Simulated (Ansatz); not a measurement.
A run on C4H10F3GeN, SMILES `CC[N](CC)[Ge]([F])([F])[F]` with other settings.

```yaml
crystal:
  periodic: [false, false, false]
  atoms:
    - {symbol: C, position_ang: [-0.682674, -2.190870, -0.573327]}
    - {symbol: C, position_ang: [-0.656593, -1.301365, 0.658123]}
    - {symbol: N, position_ang: [-0.039183, 0.004010, 0.459044]}
    - {symbol: C, position_ang: [-0.787242, 0.947792, -0.356701]}
    - {symbol: C, position_ang: [-0.172639, 2.330926, -0.364030]}
    - {symbol: Ge, position_ang: [1.726447, 0.159844, 0.645121]}
    - {symbol: F, position_ang: [2.223399, 1.468257, 1.628059]}
    - {symbol: F, position_ang: [2.340620, -1.251407, 1.392766]}
    - {symbol: F, position_ang: [2.631711, 0.379016, -0.797208]}
    - {symbol: H, position_ang: [0.331732, -2.414672, -0.913620]}
    - {symbol: H, position_ang: [-1.176581, -3.138300, -0.344951]}
    - {symbol: H, position_ang: [-1.224004, -1.725633, -1.399527]}
    - {symbol: H, position_ang: [-1.678501, -1.121931, 1.013515]}
    - {symbol: H, position_ang: [-0.133594, -1.813252, 1.468672]}
    - {symbol: H, position_ang: [-1.800817, 1.000373, 0.059888]}
    - {symbol: H, position_ang: [-0.888115, 0.589690, -1.389728]}
    - {symbol: H, position_ang: [-0.084149, 2.731969, 0.647301]}
    - {symbol: H, position_ang: [0.820361, 2.330835, -0.825827]}
    - {symbol: H, position_ang: [-0.792077, 3.010617, -0.951268]}
basis:
  gaussian: {orbitals: def2-SVP, fitting: {mean_field: def2-universal-jkfit}}
magnetization: {spin_polarized: true, initial_magnetization: 2}
hamiltonian: {xc: {name: HF}}
correlation: {method: ccsd_t}
accuracy: high
```

```sh
$ ansatz run in.yaml --threads 4 --pin off --events-out ev --progress --plain --max-ram 46080MiB --backend cuda --devices 0, --max-vram 37GiB
```

It prints (some lines left out):

```
Functional definition: HF
1054 factors; integrals over basis functions are off by at most 2.3e-1 eV
mean field evaluation 1: about -70325.4119 eV, gradient 3.8e1 eV
mean field evaluation 2: about -70330.5226 eV, gradient 2.3e1 eV
mean field evaluation 4: about -70332.5059 eV, gradient 1.8e0 eV
mean field evaluation 8: about -70332.5816 eV, gradient 2.8e-2 eV
mean field evaluation 16: about -70332.5751 eV, gradient 3.6e-1 eV
mean field evaluation 32: about -70332.5568 eV, gradient 7.8e-1 eV
mean field evaluation 64: about -70330.8365 eV, gradient 1.3e-1 eV
mean field -70332.58157598 eV, -2584.6746997813 hartree, gradient 1.4e-8 eV, S^2 2.021083; 4 other end points of the search recorded, 0 dependent functions left out
17 core orbitals not correlated: weight in the atoms' cores, before any rotation towards them, 1.000 or more for the frozen orbitals, at most 0.000 for the correlated occupied ones
reference -70332.58157598 eV, -2584.6746997813 hartree; 34, 32 occupied and 143, 145 virtual orbitals, 1054 factors
second order -41.01381252 eV of doubles, -0.00000000 eV of singles
cycle   1  -41.42564380 eV  change   -4.1e-1 eV  update   1.6e-1
cycle   2  -42.44283912 eV  change    -1.0e0 eV  update   4.8e-2
cycle   3  -42.72941954 eV  change   -2.9e-1 eV  update   3.2e-2
cycle   4  -42.73920278 eV  change   -9.8e-3 eV  update   1.3e-2
cycle   5  -42.73047378 eV  change    8.7e-3 eV  update   8.8e-3
cycle   6  -42.73310274 eV  change   -2.6e-3 eV  update   4.1e-3
cycle   7  -42.73413095 eV  change   -1.0e-3 eV  update   2.4e-3
cycle   8  -42.73418100 eV  change   -5.0e-5 eV  update   1.3e-3
cycle   9  -42.73448922 eV  change   -3.1e-4 eV  update   7.5e-4
cycle  10  -42.73430673 eV  change    1.8e-4 eV  update   4.1e-4
cycle  11  -42.73416426 eV  change    1.4e-4 eV  update   2.1e-4
cycle  12  -42.73436028 eV  change   -2.0e-4 eV  update   1.2e-4
cycle  13  -42.73436310 eV  change   -2.8e-6 eV  update   7.8e-5
cycle  14  -42.73442027 eV  change   -5.7e-5 eV  update   4.9e-5
cycle  15  -42.73444714 eV  change   -2.7e-5 eV  update   2.9e-5
cycle  16  -42.73444026 eV  change    6.9e-6 eV  update   1.7e-5
cycle  17  -42.73443784 eV  change    2.4e-6 eV  update   9.9e-6
cycle  18  -42.73443347 eV  change    4.4e-6 eV  update   6.2e-6
cycle  19  -42.73443205 eV  change    1.4e-6 eV  update   3.2e-6
cycle  20  -42.73443358 eV  change   -1.5e-6 eV  update   2.1e-6
cycle  21  -42.73443567 eV  change   -2.1e-6 eV  update   1.1e-6
cycle  22  -42.73443600 eV  change   -3.2e-7 eV  update   5.9e-7
cycle  23  -42.73443594 eV  change    5.5e-8 eV  update   3.6e-7
cycle  24  -42.73443568 eV  change    2.6e-7 eV  update   2.0e-7
cycle  25  -42.73445797 eV  change   -2.2e-5 eV  update   5.5e-7
cycle  26  -42.73446058 eV  change   -2.6e-6 eV  update   1.9e-7
cycle  27  -42.73446156 eV  change   -9.8e-7 eV  update   9.5e-8
cycle  28  -42.73446165 eV  change   -9.7e-8 eV  update   6.2e-8
cycle  29  -42.73446155 eV  change    1.0e-7 eV  update   3.8e-8
cycle  30  -42.73446154 eV  change    9.0e-9 eV  update   2.5e-8
cycle  31  -42.73446155 eV  change   -1.0e-8 eV  update   1.7e-8
cycle  32  -42.73446156 eV  change   -6.0e-9 eV  update   1.2e-8
cycle  33  -42.73446155 eV  change    1.0e-8 eV  update   6.2e-9
cycle  34  -42.73446155 eV  change   -1.9e-9 eV  update   2.6e-9
perturbative correction -1.12245856 eV, -0.0412495912 hartree
Total energy: -70376.43849609 eV, -2586.2864118680 hartree
```

It took 38 s on 4 threads of an AMD EPYC 7R13 on a shared host and a share of an NVIDIA H100 80 GB, with 1.2 GiB of host memory at the peak.
